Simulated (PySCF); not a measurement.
Polarisability and C₆ of Bi (bismuth, neutral)

[Xe] 4f14 5d10 6s2 6p3, high-spin 4S determinant. All numbers are calculated (PySCF 2.14, a scalar-relativistic core potential, in aug-cc-pVTZ-PP with one added diffuse shell each of d, f type with ECP60MDF (6s5p5d3f, 67 functions)). Coupled (time-dependent) response in atomic units; α is the mean over directions.

```json
{"method": "UHF", "mean α (bohr³)": "50.14", "C₆ (like pair)": "598.1", "S(−4)": "683.6"}
{"method": "PBE", "mean α (bohr³)": "55.63", "C₆ (like pair)": "665.6", "S(−4)": "983.4"}
{"method": "PBE0", "mean α (bohr³)": "52.56", "C₆ (like pair)": "625.3", "S(−4)": "821.1"}
{"method": "B97-3", "mean α (bohr³)": "52.00", "C₆ (like pair)": "619.3", "S(−4)": "785.4"}
{"method": "MN15", "mean α (bohr³)": "51.23", "C₆ (like pair)": "597.6", "S(−4)": "797.8"}
```

S(−4) is the Cauchy moment in α(ω) = α(0) + S(−4) ω² + …

Reference α: 48 ± 4 bohr³ (recommended; Schwerdtfeger and Nagle, table of static dipole polarizabilities (2023 update)). Published C₆: 513.0 (Gould and Bucko (2016)).

α(iu) at B97-3:

```json
{"u (hartree)": "0", "α(iu) (bohr³)": "52.00"}
{"u (hartree)": "0.0500", "α(iu) (bohr³)": "50.13"}
{"u (hartree)": "0.100", "α(iu) (bohr³)": "45.49"}
{"u (hartree)": "0.200", "α(iu) (bohr³)": "34.36"}
{"u (hartree)": "0.300", "α(iu) (bohr³)": "25.54"}
{"u (hartree)": "0.500", "α(iu) (bohr³)": "15.24"}
{"u (hartree)": "0.750", "α(iu) (bohr³)": "9.303"}
{"u (hartree)": "1.00", "α(iu) (bohr³)": "6.389"}
{"u (hartree)": "1.50", "α(iu) (bohr³)": "3.677"}
{"u (hartree)": "2.00", "α(iu) (bohr³)": "2.434"}
{"u (hartree)": "3.00", "α(iu) (bohr³)": "1.301"}
{"u (hartree)": "5.00", "α(iu) (bohr³)": "0.5437"}
```

A single London oscillator, α(iu) = α/(1 + u²/ω²), gives C₆ = (3/4) ω α². Matching the computed C₆ needs ω = 4 × 619.3 / (3 × 52.00²) = 0.305 hartree.

Energies and moments cover only the electrons outside the core potential. Spin-orbit coupling, which splits the p, d and f shells strongly at this Z, is absent. Spin-orbit coupling is strong in this species (close to jj coupling), so the high-spin LS determinant is a model state, not a physical level.
